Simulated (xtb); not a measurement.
B(Cl)(NCO)(OMe) (C2H3BClNO2), SMILES COB(Cl)N=C=O. All values are semi-empirical tight-binding results from xtb (GFN2-xTB unless named), good for trends rather than for accurate numbers. Coordinates come from a GFN2-xTB optimisation. This is a generated structure with no PubChem entry under its InChIKey; it may be hypothetical. Other conformers were not sampled.

Optimised geometry:

Bond lengths (Å): B1–Cl2 1.732, B1–N3 1.423, B1–O6 1.324, N3–C4 1.192, C4–O5 1.151, O6–C7 1.413, C7–H8 1.091, C7–H9 1.091, C7–H10 1.091. Angles (°): Cl2–B1–N3 119.4, Cl2–B1–O6 117.3, N3–B1–O6 123.3, B1–N3–C4 154.7, N3–C4–O5 173.8, B1–O6–C7 126.0, O6–C7–H8 108.2, O6–C7–H9 108.0, O6–C7–H10 111.5, H8–C7–H9 109.3, H8–C7–H10 109.8, H9–C7–H10 110.0.
Charge 0, spin multiplicity 1.

```
Quantity                                          Value
----------------------------------------  -------------
orbital gap                                     4.84 eV
dipole moment                                    3.71 D
zero-point energy                         37.5 kcal/mol
G − E(el) at 298.15 K (modified RRHO)     16.2 kcal/mol
static polarisability (D4 model)             63.8 bohr³
solvation energy, GFN2-xTB/ALPB(water)    -2.4 kcal/mol
solvation energy, GFN2-xTB/ALPB(benzene)  -7.3 kcal/mol
```

Computed atomic charges and the Wiberg bond orders between heavy atoms:
charges (e) B1 0.48, Cl2 -0.25, N3 -0.27, C4 0.34, O5 -0.24, O6 -0.29, C7 0.02, H8 0.07, H9 0.07, H10 0.05. Bond orders B1–Cl2 1.00, B1–N3 1.05, N3–C4 1.95, N3–O5 0.36, C4–O5 1.94, B1–O6 1.27, O6–C7 0.96.
